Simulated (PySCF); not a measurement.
Ru(2+): ionisation energy

Ru(2+) [Kr] 4d6 (5D) → Ru(3+) [Kr] 4d5 (6S), as a difference of total energies. Calculation: PySCF 2.14, in ANO-RCC-VTZP (7s6p4d2f1g, 68 functions); the spin-free X2C one-electron Hamiltonian (Gaussian nucleus). Correlated levels: valence: [Kr] frozen. The calculations carry no spin-orbit coupling.

```
           method  ionisation energy (eV)
              UHF                  26.560
    MP2 (valence)                  27.791
SCS-MP2 (valence)                  28.026
   CCSD (valence)                  27.790
CCSD(T) (valence)                  27.833
```

A first-order spin-orbit estimate (lowest level to lowest level, LS coupling) adds 0.142 eV.

Errors of the correlated levels include the incompleteness of this basis and the frozen core.

Problem. Which method comes closest to the reference value, and which is furthest?

Solution. The reference is 28.47 eV (semi-empirical (NIST evaluation); NIST Atomic Spectra Database, ionization energies). Closest: SCS-MP2 (valence) (error -0.302 eV); furthest: UHF (error -1.768 eV), both after the spin-orbit estimate.
